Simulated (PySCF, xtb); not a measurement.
C2H9N3Si, SMILES C/C=N/[SiH](N)N.

GFN2-xTB in xtb at its own geometry gives an orbital gap of 3.06 eV and a dipole moment of 1.92 D.

Coordinates come from a PBE0-D3(BJ)/def2-SVP optimisation. The structure was generated by enumeration; whether it is a known compound was not checked. Other conformers were not sampled.

Question: What does r2SCAN/def2-TZVP (PySCF) give? (Estimate from the structure and the level; the computed values follow.)

Answer: gap 4.39 eV (levels -5.53 and -1.15 eV), dipole 0.83 D.
